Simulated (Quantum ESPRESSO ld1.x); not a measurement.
Charge is removed step by step from the 3s level of Mn, starting from [Ar] 3d5 4s2. Method: non-relativistic Kohn-Sham, PW91, spin-unpolarised, spherical densities, point nucleus; computed with ld1.x of Quantum ESPRESSO 7.5.

removed (e)  E - E(0) (eV)  eigenvalue (eV)  E minus straight line (eV)
0                    0.000          -84.183                       0.000
0.25                21.493          -87.806                      -1.466
0.5                 43.925          -91.687                      -1.992
0.75                67.355          -95.787                      -1.521
1                   91.834          -100.08                       0.000

Removing the whole electron costs 91.834 eV by Delta-SCF, against 84.183 eV from minus the eigenvalue at the starting occupation. Slater's transition state (half an electron removed) gives 91.687 eV. Integrating minus the eigenvalue over the occupation (Janak's theorem) gives 91.834 eV. The mean slope of the eigenvalue, de/dn, is 15.9 eV per electron.
